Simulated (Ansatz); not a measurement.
An input meant for InH2Et (C2H7In) (charge 0, singlet; scaled by 0.92).

```yaml
crystal:
  periodic: [false, false, false]
  atoms:
    - {symbol: In, position_ang: [0.524011, 0.832334, 0.376570]}
    - {symbol: H, position_ang: [1.655043, 0.839872, 0.385802]}
    - {symbol: H, position_ang: [-0.021864, 1.958886, 0.292106]}
    - {symbol: C, position_ang: [-0.159065, -0.257761, 0.365944]}
    - {symbol: C, position_ang: [-0.261938, -0.620251, -0.546204]}
    - {symbol: H, position_ang: [-0.700711, -0.146822, 0.680587]}
    - {symbol: H, position_ang: [0.176314, -0.718315, 0.664837]}
    - {symbol: H, position_ang: [-0.661821, -1.241907, -0.461629]}
    - {symbol: H, position_ang: [-0.677447, -0.152568, -0.967821]}
    - {symbol: H, position_ang: [0.318081, -0.746735, -0.748078]}
basis:
  gaussian: {orbitals: STO-3G}
hamiltonian: {xc: {name: RPBE}, dispersion: d3bj}
```

```sh
$ ansatz run in.yaml --threads 2 --pin off --events-out ev --progress --plain --max-ram 4352MiB
```

Shortened log:

```
Functional definition: RPBE
603 factors; integrals over basis functions are off by at most 4.3e-5 eV
mean field evaluation 1: about -156747.0439 eV, gradient 9.7e1 eV
mean field evaluation 2: about -156759.0618 eV, gradient 4.5e1 eV
mean field evaluation 4: about -156764.8683 eV, gradient 1.6e0 eV
mean field evaluation 8: about -156764.8352 eV, gradient 2.7e-2 eV
mean field -156764.83523969 eV, -5761.0014360367 hartree, gradient 2.3e-5 eV, S^2 0.000000; 0 other end points of the search recorded, 0 dependent functions left out
reference -156764.83525957 eV, -5761.0014367673 hartree; 34, 34 occupied and 10, 10 virtual orbitals, 603 factors
Total energy: -156766.43106521 eV, -5761.0600815431 hartree
```

Question: Something in this input is off. What?

Answer: The geometry is squeezed to about two thirds of its size. The run converged. The result belongs to that input, not to the species as meant.
